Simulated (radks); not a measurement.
Results of a calculation; reference values are marked as such.
How relativity changes the ionisation of the titanium ion Ti+ ([Ar] 3d2 4s1) to Ti2+ ([Ar] 3d2). Spin-unpolarised spherical Kohn-Sham, LDA (Slater exchange, Perdew-Wang correlation), point nucleus unless stated (finite: rms radius 3.5921 fm), a radial shooting solver on a logarithmic mesh with Libxc functionals. A level marked "c x" has the speed of light scaled by that factor and shares open shells by 2j + 1; other Dirac levels either fill j = l - 1/2 first or share by 2j + 1.

level                               E(Ti+) (hartree)  E(Ti2+) (hartree)  IE (eV)   HOMO  <r> HOMO (bohr)
non-rel.                                  -846.99490         -846.49178   13.691     4s            3.178
scalar-rel.                               -851.44795         -850.94105   13.793     4s            3.158
scalar-rel., finite nucleus               -851.44614         -850.93925   13.793     4s            3.158
Dirac, 2j+1 shares                        -851.45648         -850.94959   13.793  4s1/2            3.159
Dirac, low j first                        -851.45864         -850.95190   13.789  4s1/2            3.159
Dirac, 2j+1 shares, finite nucleus        -851.45467         -850.94778   13.793  4s1/2            3.159
Dirac, c x 0.85                           -853.20039         -852.69202   13.834  4s1/2            3.151
Dirac, c x 3                              -847.48512         -846.98158   13.702  4s1/2            3.176
Dirac, c x 5                              -847.17122         -846.66795   13.695  4s1/2            3.178

NIST Atomic Spectra Database: 13.576 eV (measured). The relativistic part of the total energy of Ti+ is -4.46 hartree (Dirac, 2j+1 shares, finite nucleus), 0.53 % of the non-relativistic value. Spin polarisation and multiplet splitting of open shells are left out at every level.

Beside tabulated values, note that spin-unpolarised runs miss the spin-polarisation part of the exchange energy of open shells.
